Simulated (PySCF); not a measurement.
# Copper: highly charged ions in a basis for the neutral atom

Cu²³⁺ [He] 2s2 2p2, Cu²⁴⁺ [He] 2s2 2p1. Computed with PySCF 2.14 in x2c-TZVPall (6s5p4d1f, 48 functions), with scalar relativity by spin-free X2C-1e. No spin-orbit coupling, so a gap to NIST mixes the basis error with missing relativistic terms.

Changed run: basis of the neutral atom used for a highly charged ion. This setting is unsound on purpose.

| species | method | sound run (hartree) | changed run (hartree) | converged |
| --- | --- | --- | --- | --- |
| Cu²³⁺ | UHF | not run | -1181.70131 | yes |
| Cu²³⁺ | BP86 | not run | -1182.06639 | yes |
| Cu²³⁺ | PBE0 | not run | -1181.72903 | yes |
| Cu²⁴⁺ | UHF | not run | -1101.69764 | yes |
| Cu²⁴⁺ | BP86 | not run | -1102.05843 | yes |
| Cu²⁴⁺ | PBE0 | not run | -1101.72459 | yes |

Ionisation energy of Cu²³⁺:

```tsv
method	changed run (eV)	NIST (eV)
UHF	2177.0	2179.4 ± 1.5
BP86	2177.1	2179.4 ± 1.5
PBE0	2177.0	2179.4 ± 1.5
```

The contracted functions were made for the neutral atom and can be too rigid for a highly charged ion.
